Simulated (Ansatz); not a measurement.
C2H6BFSSi, SMILES `FC1([SiH2]S)BC1` at its PBE0-D4/def2-TZVP geometry, where that method's forces vanish. The species carries charge 0 and has multiplicity 1.

```xyz
12

F     0.6371    1.1367   -1.4868
C     0.1566    0.1630   -0.6273
Si   -0.3590    0.8430    1.0374
S     1.2335    1.8128    2.0659
B     0.6109   -1.2848   -0.7902
C    -0.8063   -0.9049   -1.1813
H    -0.9077   -0.3053    1.8067
H    -1.3966    1.8913    0.8757
H     2.0037    0.7131    2.1293
H     1.5020   -2.0538   -0.9052
H    -1.7454   -1.0498   -0.6575
H    -0.9289   -0.9613   -2.2665
```

Question: What forces (eV/Å) does B3LYP-D4/def2-TZVPP give on these atoms in the Gaussian-basis code of Ansatz? (Estimate.)

Answer: Computed: 
```
F1   0.162  0.318 -0.282
C2  -0.048 -0.261  0.346
Si3 -0.250 -0.008  0.024
S4   0.136  0.049  0.079
B5   0.133 -0.078 -0.027
C6  -0.186 -0.147 -0.144
H7   0.033  0.084 -0.049
H8   0.060 -0.070  0.009
H9   0.020  0.021  0.014
H10 -0.102  0.088  0.017
H11  0.061 -0.001 -0.047
H12 -0.019  0.004  0.059
```

B3LYP here is the variant with VWN-RPA as its local correlation; programs differ in this.
